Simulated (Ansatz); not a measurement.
`[F][Al]([SH])[O][SiH3]` and `C[O][Al]([F])[SH]` differ in one element.

Ansatz, PBE0-D4/def2-TZVP geometries, multiplicity 1. Each molecule was computed in one conformer, which needn't be the lowest.

| property | `[F][Al]([SH])[O][SiH3]` |
| --- | --- |
| HOMO–LUMO gap (PBE0/def2-TZVPP) / eV | 7.14 |
| HOMO energy (B3LYP/def2-TZVPP) / eV | -7.81 |
| HOMO energy (PBE/def2-TZVPP) / eV | -6.86 |
| LUMO energy (ωB97M-V/def2-TZVPP) / eV | 0.67 |
| HOMO energy (ωB97M-V/def2-TZVPP) / eV | -10.28 |
| LUMO energy (PBE/def2-TZVPP) / eV | -1.80 |

**Question.** What does the change do to each property? (Estimate.)

**Answer.** Computed: 
| property | `C[O][Al]([F])[SH]` | shift |
| --- | --- | --- |
| HOMO–LUMO gap (PBE0/def2-TZVPP) / eV | 7.23 | 0.09 |
| HOMO energy (B3LYP/def2-TZVPP) / eV | -7.60 | 0.21 |
| HOMO energy (PBE/def2-TZVPP) / eV | -6.59 | 0.27 |
| LUMO energy (ωB97M-V/def2-TZVPP) / eV | 0.99 | 0.32 |
| HOMO energy (ωB97M-V/def2-TZVPP) / eV | -10.06 | 0.22 |
| LUMO energy (PBE/def2-TZVPP) / eV | -1.50 | 0.30 |

With PBE0 the HOMO rises by 0.22 eV and the LUMO rises by 0.30 eV, so the gap widens by about 0.08 eV. PBE moves the HOMO by 0.27 eV and ωB97M-V by 0.22 eV.

B3LYP here is the variant with VWN-RPA as its local correlation; programs differ in this.
